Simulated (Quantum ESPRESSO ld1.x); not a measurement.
Pb68+, configuration [Ne] 3s2 3p2. All-electron calculation, Dirac Kohn-Sham, LDA (Slater exchange, Perdew-Zunger correlation), spin-unpolarised, spherical densities, point nucleus; open shells fill j = l - 1/2 first. Program: ld1.x of Quantum ESPRESSO 7.5.

Radial electron density D(r) = 4 pi r^2 rho(r):

r (bohr),D(r) (e/bohr)
0.001548,23.55
0.001968,32.28
0.002482,43.00
0.00313,56.04
0.003947,71.04
0.004978,86.99
0.006278,102.1
0.007917,113.7
0.009985,119.2
0.01259,117.1
0.01601,108.8
0.02019,100.8
0.02546,100.8
0.03211,112.5
0.04049,128.4
0.05106,131.2
0.06439,109.0
0.08121,72.29
0.1024,46.16
0.1302,38.35
0.1642,31.80
0.2071,17.20
0.2611,4.985
0.3293,0.6721
0.4153,0.03558
0.5238,0.0005941

D(r) has 2 maxima, at r = 0.0105, 0.0471 bohr, and minima at 0.0228 bohr, inside which lie 2.14 electrons.
